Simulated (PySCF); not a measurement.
Al(I)(OH)2 (AlH2IO2), SMILES [OH][Al]([OH])[I].

Coordinates come from a PBE0-D3(BJ)/def2-SVP optimisation. The def2 effective core potentials stand for the cores of I; spin–orbit coupling is left out. Other conformers were not sampled.

Method: HF/def2-TZVPD (PySCF).

Symmetry labels are those of the subgroup C2v that the program uses (full group C2v).

### Question
List the valence orbital energies around the gap with their symmetry. (An estimate is asked for; the answer gives what the named calculation found.)

### Answer

```
orbital  symmetry  energy (eV)
-------  --------  -----------
HOMO−7         B2       -18.27
HOMO−6         A1       -15.24
HOMO−5         B2       -14.59
HOMO−4         B1       -14.30
HOMO−3         A2       -13.75
HOMO−2         A1       -12.10
HOMO−1         B1       -10.59
HOMO           B2       -10.50
LUMO           A1         0.79
LUMO+1         B2         1.29
LUMO+2         A1         1.32
LUMO+3         B1         1.40
```
